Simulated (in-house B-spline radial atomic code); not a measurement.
Response and correlation along the 40-electron series, closed shell [Kr] (4d3/2)4; the second-order energy is extrapolated in partial waves. Computed with a B-spline radial code for spherical atoms: relativistic RPA and second-order many-body perturbation theory on Dirac-Hartree-Fock.

Closed in jj coupling only.

```tsv
ion	Z	dipole polarisability (bohr³)	quadrupole polarisability (bohr⁵)	ratio of RPA to uncoupled dipole	second order correlation energy (Eh)	C6 of two such ions (Eh bohr⁶)
Lu31+	71	0.073725	0.021872	0.86742	-2.5464	0.039414
Hf32+	72	0.068323	0.019005	0.86818	-2.5553	0.034905
Ta33+	73	0.063422	0.016563	0.86895	-2.5642	0.030994
W34+	74	0.058964	0.014476	0.86974	-2.5729	0.027592
Re35+	75	0.054901	0.012686	0.87055	-2.5815	0.024622
Os36+	76	0.051189	0.011146	0.87136	-2.59	0.022023
Ir37+	77	0.047792	0.0098173	0.87219	-2.5984	0.019742
Pt38+	78	0.044676	0.0086674	0.87303	-2.6067	0.017734
Au39+	79	0.041814	0.0076695	0.87387	-2.6149	0.015962
Hg40+	80	0.039179	0.0068013	0.87471	-2.623	0.014395
```

How fast does the dipole polarisability fall along the series?

From 0.07373 to 0.03918 bohr³; a fit of its logarithm against log Z from Z = 71 to 80 has slope -5.29.
